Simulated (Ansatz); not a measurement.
A nudged elastic band was laid between two geometries of C$_{2}$H$_{4}$ClGaO (9 atoms, charge 0, multiplicity 1).

Method: RHF/def2-SVP in Ansatz 0.2.0.

| Quantity | Value |
| --- | --- |
| movable images | 7 |
| climbing image | yes |
| spring | 5.0 eV/Å² |
| optimiser | quadratic models (default) |
| start path | through a guess of the saddle point |
| force threshold | 0.05 eV/Å |
| iteration limit | 60 |
| end points | relaxed |

Image 0:

```xyz
9
Properties=species:S:1:pos:R:3
O -0.485 1.725 1.432
C -0.304 0.555 0.828
Cl -0.774 -0.793 1.842
C 0.179 0.419 -0.400
Ga 0.507 -1.218 -1.424
H -0.837 1.623 2.303
H 0.411 1.377 -0.857
H 1.091 -1.042 -2.876
H 0.212 -2.647 -0.846
```

Image 8:

```xyz
9
Properties=species:S:1:pos:R:3
O -0.797 1.385 1.724
C -0.517 0.437 0.833
Cl -1.555 -0.947 1.107
C 0.372 0.424 -0.143
Ga 0.530 -1.176 -1.305
H -0.239 2.136 1.583
H 0.980 1.320 -0.251
H -0.315 -1.262 -2.629
H 1.541 -2.318 -0.920
```

(1) Which bonds break or form, and what moves?

(2) What energy profile does the band end with?

(3) What is the geometry of the highest image?

(4) What are the harmonic wavenumbers there?

## Answers

(1) No bond is made or broken. The dihedral H6–O1–C2–Cl3 goes from 0 to 180°.

(2) The run converged. The highest image is number 6 of 0 to 8, 4.8 kcal/mol above the first end and 2.3 kcal/mol above the last; the last end lies 2.5 kcal/mol above the first. A vibrational analysis at the climbing image gives one clearly imaginary mode, 325i cm⁻¹: a first-order saddle point.

| image | path coordinate (Å) | energy (kcal/mol) | dihedral H6–O1–C2–Cl3 (°) |
| --- | --- | --- | --- |
| 0 | 0.00 | 0.0 | 0 |
| 1 | 0.52 | 0.3 | -2 |
| 2 | 1.05 | 1.1 | -3 |
| 3 | 1.57 | 2.1 | 9 |
| 4 | 2.10 | 2.7 | 28 |
| 5 | 2.62 | 3.5 | 64 |
| 6 | 3.15 | 4.8 | 110 |
| 7 | 3.60 | 3.5 | 151 |
| 8 | 4.05 | 2.5 | 180 |

(3) 
```xyz
9
Properties=species:S:1:pos:R:3
O -0.859 1.584 1.489
C -0.543 0.559 0.690
Cl -1.570 -0.856 0.992
C 0.370 0.493 -0.256
Ga 0.548 -1.207 -1.272
H -0.178 1.729 2.130
H 0.946 1.400 -0.413
H -0.238 -1.382 -2.621
H 1.524 -2.319 -0.740
```

(4) 325i, 81, 122, 168, 353, 446, 535, 580, 597, 657, 793, 822, 916, 1226, 1262, 1354, 1845, 2035, 2059, 3311, 4150 cm⁻¹.

The run took 2.5 min on 2 threads of Intel(R) Xeon(R) Platinum 8488C (Sapphire Rapids) (shared host), peak memory 0.28 GiB.
